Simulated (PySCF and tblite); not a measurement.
3 regioisomers of C₈H₁₀:

| isomer | SMILES |
| --- | --- |
| A | [CH3:1][c:2]1[cH:3][cH:4][c:5]([CH3:6])[cH:7][cH:8]1 |
| B | [CH3:1][c:2]1[cH:3][cH:4][cH:5][c:6]([CH3:7])[cH:8]1 |
| C | [CH3:1][c:2]1[cH:3][cH:4][cH:5][cH:6][c:7]1[CH3:8] |

Computed spectrum of one of them (conformer average at 298.15 K; GFN1-xTB geometries, energies HF/6-31+G* (IEF-PCM, dimethylsulfoxide) (D3(BJ) added where defined), GIAO shieldings mPW1PW91/pcSseg-1 (IEF-PCM, dimethylsulfoxide); references on GFN2-xTB geometries), in ppm: ¹H (against TMS): 7.74 (2H), 7.63 (2H), 2.52 (6H). ¹³C (against TMS): 145.1 (2C), 136.7 (2C), 133.4 (2C), 24.0 (2C). Of the H, only those on carbon are given.

(1) Which isomer is it?

Shifts are unscaled: against experiment ¹³C can be off by 15 ppm or more and ¹H by 0.8 ppm. At least one structure keeps an imaginary mode at the tight-binding level.

Answers

(1) C. It shows 4 carbon signals, which only C gives by symmetry. Assigned: ¹H (against TMS): 7.74 (H3/H6, 2H), 7.63 (H4/H5, 2H), 2.52 (H1/H8, 6H). ¹³C (against TMS): 145.1 (C2/C7), 136.7 (C3/C6), 133.4 (C4/C5), 24.0 (C1/C8). For comparison, at another level (GFN2-xTB geometries, energies PBE0/pcSseg-1 (D3(BJ) added where defined), GIAO shieldings PBE0/pcSseg-1) the isomers give: A: ¹H (against TMS): 7.39 (H3/H4/H7/H8, 4H), 2.45 (H1/H6, 6H). ¹³C (against TMS): 140.0 (C2/C5), 134.3 (C3/C4/C7/C8), 23.8 (C1/C6). B: ¹H (against TMS): 7.47 (H4, 1H), 7.31 (H8, 1H), 7.26 (H3/H5, 2H), 2.48 (H1/H7, 6H). ¹³C (against TMS): 143.4 (C2/C6), 134.5 (C8), 134.1 (C4), 131.2 (C3/C5), 24.2 (C1/C7). C: ¹H (against TMS): 7.44 (H3/H6, 2H), 7.41 (H4/H5, 2H), 2.35 (H1/H8, 6H). ¹³C (against TMS): 141.6 (C2/C7), 134.8 (C3/C6), 131.7 (C4/C5), 23.1 (C1/C8).
